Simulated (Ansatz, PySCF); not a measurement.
Pulling on the Zn1–H2 bond in FHZn (SMILES [F][ZnH]) (multiplicity 1 held, fragments rigid). Energies count from the point at 1.505 Å.
Geometry at that point (charge 0, multiplicity 1):
| atom | x (Å) | y (Å) | z (Å) |
|---|---|---|---|
| Zn | 0.0000 | 0.0000 | -0.3581 |
| H | 0.0000 | 0.0000 | -1.8636 |
| F | 0.0000 | 0.0000 | 1.4008 |

R- and RO- levels are restricted; in cc, def2 and unpolarised 6-31G sets they are followed outwards from rest. U- levels take the lowest unrestricted solution at each point, which mixes spins at long bonds. Active spaces are followed from a long bond inwards. Left out are points that failed, MP2 points that dive below the minimum, coupled-cluster points behind a jump of the amplitudes or a sharp parting from full CI or MRCI, small-basis points behind a change of solution, and semi-empirical points at long bonds. Curves can end on different states.

Frozen-core correlation. Rows in LANL2DZ carry no dispersion term and start afresh at each structure. LANL2DZ brings its own core potentials from Na on.

Codes used: Ansatz (Gaussian orbitals); PySCF for LANL2DZ rows. 

Energies in kJ/mol.

```tsv
R (Å)	R-BP86/LANL2DZ	R-B3LYP/def2-TZVPP	R-wB97X-V/def2-TZVPP	U-wB97X-V/def2-TZVPP	FIC-MRCISD on CASSCF(2,2)/def2-TZVPP	FIC-MRCISD+Q on CASSCF(2,2)/def2-TZVPP
1.204	144	102	104	104	107	102
1.355	39	19	19	19	21	19
1.505	0	0	0	0	0	0
1.656	-3	14	15	15	12	14
1.807	14	45	47	47	40	44
2.032	57	104	109	109	95	101
2.258	107	165	176	176	151	158
2.635	188	258	281	277	228	238
3.011	255	332	370	326	279	290
3.463	315	397	455	345	309	321
4.065	366	451	538	351	323	335
4.817	left out	488	606	352	326	338
```

Doubts at one or more of the structures used: a restricted determinant that unrestricted orbitals would lower (R-BP86/LANL2DZ, R-B3LYP/def2-TZVPP, R-wB97X-V/def2-TZVPP); a spin-contaminated determinant (U-wB97X-V/def2-TZVPP).

Ansatz is an electronic-structure program.
